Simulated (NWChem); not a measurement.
KCl; SMILES [Cl][K]

Program: NWChem. Pople sets run with spherical d functions. Each level has its own optimisation; frequencies are unscaled.

Taking Hartree-Fock/6-311++G** as the yardstick, which of these has the fewest basis functions while keeping “dipole (D)” within 0.2 D of it: Hartree-Fock/6-31+G*; Hartree-Fock/6-311G**; Hartree-Fock/STO-3G; Hartree-Fock/6-31G*; Hartree-Fock/3-21G?

Hartree-Fock/6-31G* (a larger set in the list lies outside the tolerance).
```tsv
level	basis functions	dipole (D)
Hartree-Fock/STO-3G	22	9.95
Hartree-Fock/3-21G	30	12.63
Hartree-Fock/6-31G*	40	11.67
Hartree-Fock/6-31+G*	48	12.02
Hartree-Fock/6-311G**	65	11.57
Hartree-Fock/6-311++G**	73	11.50
```

The yardstick is one finite set, not the basis-set limit.
